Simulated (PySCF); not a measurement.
**Where the electron goes**

Si6Cl6 prismane, Si₆Cl₆.
Geometry (PBE0-D3(BJ)/def2-SVP, Å), atoms numbered from 1 in this order:
```
atom  x, y, z in Å
Si1   -0.5993    1.6054   -0.5590
Cl2   -1.3116    3.4422   -1.1770
Si3    0.6363   -0.0979   -1.7019
Cl4    1.3194   -0.2313   -3.6462
Si5    1.5406    0.9291    0.2594
Cl6    3.2895    1.9700    0.5999
Si7    0.5107   -0.7205    1.6112
Cl8    1.1538   -1.4520    3.4328
Si9   -1.6349   -0.0452    0.7865
Cl10  -3.5227   -0.0289    1.6236
Si11  -0.3973   -1.7493   -0.3532
Cl12  -0.8689   -3.7043   -0.8251
```

Computed, not measured: TDDFT wB97X-D/def2-SVPD, vertical, gas phase, core orbitals frozen in the response (PySCF 2.14.0, density-fitted response routines).

Frontier orbitals with the atoms that hold most of them (Löwdin shares over 4%, at most four atoms; ? is withheld):

```json
{"orbital": "HOMO-3", "ε (eV)": "-8.95", "atoms": "Si7 16%, Si5 13%, Si11 12%, Si3 11%"}
{"orbital": "HOMO-2", "ε (eV)": "-8.93", "atoms": "Si9 15%, Si1 14%, Si11 13%, Si3 12%"}
{"orbital": "HOMO-1", "ε (eV)": "-8.77", "atoms": "Si5 15%, Si1 13%, Si7 12%, Si9 12%"}
{"orbital": "HOMO", "ε (eV)": "-8.77", "atoms": "Si3 15%, Si1 13%, Si11 13%, Si9 12%"}
{"orbital": "LUMO", "ε (eV)": "-2.38", "atoms": "?"}
{"orbital": "LUMO+1", "ε (eV)": "0.03", "atoms": "Si3 14%, Si7 13%, Si1 13%, Si9 13%"}
{"orbital": "LUMO+2", "ε (eV)": "0.14", "atoms": "Si11 16%, Si7 14%, Si5 13%, Si9 11%"}
```

(1) Which atoms hold the LUMO, and with what shares?

(2) The HOMO–LUMO gap is 6.39 eV. Where does the response calculation put the lowest singlet, and from which orbitals?

Results:

(1) Si5 (bonded to Cl and 3 Si) 12%; Si11 (bonded to Cl and 3 Si) 12%; Si9 (bonded to Cl and 3 Si) 12%; Si7 (bonded to Cl and 3 Si) 12%.

(2) S1 is at 2.22 eV (f = 0.0003), 4.17 eV below the gap, made of HOMO-1/HOMO→LUMO (98%). S1/S2 lie within about 0.01 eV of each other. Without the coupling terms of the response equations the lowest excitation would equal the gap.

Next come S2 at 2.23 eV (f 0.0003), HOMO-1/HOMO→LUMO (98%); S3 at 2.44 eV (f 0.0000), HOMO-3/HOMO-2→LUMO (97%); S4 at 2.46 eV (f 0.0000), HOMO-3/HOMO-2→LUMO (97%); S5 at 3.77 eV (f 0.0000), HOMO-4→LUMO (96%).

Orbitals of the list HOMO-3 to LUMO+2 that lie within 0.01 eV of each other are written together with a slash and their weights summed (≥ marks a lower bound); for degenerate orbitals outside that list single weights are arbitrary.

One conformer stands for the species.
